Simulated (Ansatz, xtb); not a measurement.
System: CH5Ge (charge 0, doublet). It need not be the lowest isomer of its formula. SMILES: [GeH3][CH2]
Coordinates optimised at B3LYP-D3(BJ)/def2-TZVP (Ansatz, an electronic-structure program):
```xyz
7

Ge     0.2056     0.1820    -0.2140
C     -0.9386    -0.8253     0.9666
H      1.6122     0.3567     0.3997
H      0.3578    -0.5565    -1.5558
H     -0.3881     1.5813    -0.4550
H     -1.5371    -0.3466     1.7316
H     -0.9930    -1.9060     0.9285
```
Charge 0, spin multiplicity 2.

Harmonic wavenumbers from GFN2-xTB (xtb, at its own minimum), cm⁻¹: -18, 453, 464, 518, 670, 733, 794, 840, 871, 1359, 1967, 2032, 2090, 3082, 3124.

Q: Give the harmonic wavenumbers at B3LYP-D3(BJ)/def2-TZVP (Ansatz, finite differences of forces, unscaled).

A: 34, 481, 496, 593, 639, 801, 846, 877, 891, 1392, 2099, 2133, 2137, 3134, 3236 cm⁻¹. Zero-point energy 28.3 kcal/mol.
